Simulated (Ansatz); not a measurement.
H3FSi2, SMILES `F[Si][SiH3]` (lower singlet) (charge 0, multiplicity 1). This singlet lies 1.07 eV below the relaxed triplet at the level frozen-core CCSD(T)/cc-pVTZ // PBE0-D3(BJ)/def2-TZVP (Ansatz, a program for electronic structure).

Cartesian coordinates (Å):
```xyz
6

F      2.4173     0.5083    -0.3470
Si     1.6754    -0.7566     0.3338
Si    -0.6334    -0.0210     0.0329
H     -1.3618    -1.0628    -0.7520
H     -0.8087     1.2955    -0.6419
H     -1.2888     0.0366     1.3742
```
Charge 0, spin multiplicity 1.

Frozen-core energies in 6-31g from Ansatz at a geometry from PBE0-D3(BJ)/def2-TZVP; the HF reference has <S^2> = 0.00 (restricted, and unstable towards unrestricted orbitals) and the T1 diagnostic is 0.016.

```csv
level,energy (Ha),difference from CCSDTQ (mHa)
HF,-678.90540,253.36
MP2,-679.12476,33.99
CCSD,-679.15330,5.45
CCSD(T),-679.15756,1.19
CCSDT,-679.15821,0.54
CCSDT(Q),-679.15880,-0.04
CCSDTQ,-679.15875,0.00
```
